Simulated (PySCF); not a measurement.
Input and output of a TDDFT job on `C=CCC1(CF)C=C1`.

Computed with TDDFT PBE0/def2-SVPD, vertical, gas phase, core orbitals frozen in the response in PySCF 2.14.0, density-fitted response routines.

Input of the driver that calls PySCF (job settings, then Cartesian coordinates in Å):

```
{"job": {"kind": "uv", "xc": "PBE0", "basis": "def2-SVPD", "nstates": 8, "ntriplets": 3}, "charge": 0, "multiplicity": 1}
C      2.5923     0.0274    -0.3898
C      1.5033    -0.6458    -0.0701
C      0.5352    -0.2240     0.9909
C     -0.8013     0.1929     0.3774
C     -1.7211    -0.9642     0.0466
F     -2.1788    -1.5689     1.2007
C     -0.8827     1.4416    -0.4529
C     -1.4021     1.5235     0.7361
H      2.8678     0.9335     0.1252
H      3.2585    -0.2975    -1.1709
H      1.2500    -1.5527    -0.6036
H      0.9490     0.6161     1.5515
H      0.3597    -1.0505     1.6846
H     -1.2073    -1.7465    -0.5223
H     -2.6076    -0.6257    -0.4995
H     -0.6258     1.8788    -1.3851
H     -1.8962     2.0740     1.4973
```

The self-consistent field part of the output:

```
coarse grid: 14272 points
cycle   1  E = -371.0880531000  dE =  1.056e+00  |g| = 5.037e-01  |ddm| = 6.808e+00
cycle   2  E = -371.0687353196  dE =  1.932e-02  |g| = 6.369e-01  |ddm| = 1.940e+00
cycle   3  E = -371.1445949528  dE = -7.586e-02  |g| = 7.838e-02  |ddm| = 8.641e-01
cycle   4  E = -371.1455825965  dE = -9.876e-04  |g| = 2.976e-02  |ddm| = 1.476e-01
cycle   5  E = -371.1457751999  dE = -1.926e-04  |g| = 8.246e-03  |ddm| = 6.426e-02
cycle   6  E = -371.1457878704  dE = -1.267e-05  |g| = 4.071e-03  |ddm| = 2.324e-02
cycle   7  E = -371.1457918891  dE = -4.019e-06  |g| = 7.104e-04  |ddm| = 7.754e-03
final grid: 138408 points
cycle   8  E = -371.2015560118  dE = -4.670e-05  |g| = 8.286e-03  |ddm| = 2.242e-01
cycle   9  E = -371.2015497981  dE =  6.214e-06  |g| = 1.012e-02  |ddm| = 3.488e-02
cycle  10  E = -371.2015735332  dE = -2.374e-05  |g| = 1.440e-03  |ddm| = 1.634e-02
cycle  11  E = -371.2015739454  dE = -4.123e-07  |g| = 2.124e-04  |ddm| = 2.651e-03
cycle  12  E = -371.2015739525  dE = -7.057e-09  |g| = 1.255e-04  |ddm| = 6.917e-04
cycle  13  E = -371.2015739564  dE = -3.864e-09  |g| = 2.538e-05  |ddm| = 2.285e-04
cycle  14  E = -371.2015739565  dE = -1.472e-10  |g| = 7.471e-06  |ddm| = 6.985e-05
converged SCF energy = -371.2015739565
```

Problem. What follows in the output?

Solution. 
```
Static polarisability (au): isotropic 80.106, principal 69.265 77.986 93.068

Singlet excitations
state   eV       nm        f      main configurations
  1   5.8080    213.5   0.01432   H->L 0.90
  2   6.1678    201.0   0.01679   H-2->L 0.71, H-1->L 0.18, H->L 0.08
  3   6.6081    187.6   0.01371   H-1->L 0.67, H-2->L 0.18
  4   6.7473    183.8   0.15780   H->L+1 0.77, H-1->L+1 0.14
  5   7.0879    174.9   0.00960   H->L+2 0.94
  6   7.3319    169.1   0.00172   H-2->L+1 0.38, H-3->L 0.36, H-1->L+1 0.12
  7   7.3461    168.8   0.01990   H-3->L 0.42, H-2->L+1 0.38
  8   7.4486    166.5   0.02429   H->L+4 0.62, H->L+3 0.26

Triplet excitations (Tamm-Dancoff, eV): 4.0429 4.4661 5.6263
```

The SCF starts on a coarse grid; the energy jumps when the final grid takes over, and dE counts afresh there. The run used 235 basis functions and 14 SCF iterations for the ground state.

On Intel Xeon at 2.70 GHz, one thread, shared host, this took 82 s and 1.0 GiB of memory at its peak.

Problem. What transition dipole does the oscillator strength of state 4, the strongest, imply?

Solution. From f = (2/3)·ΔE·|μ|² in atomic units, ΔE = 0.2480 Eh and f = 0.1578 give |μ| = 0.98 au (2.48 D).

One conformer (not necessarily the lowest) at the GFN2-xTB geometry, without solvent, vibrations or thermal averaging.
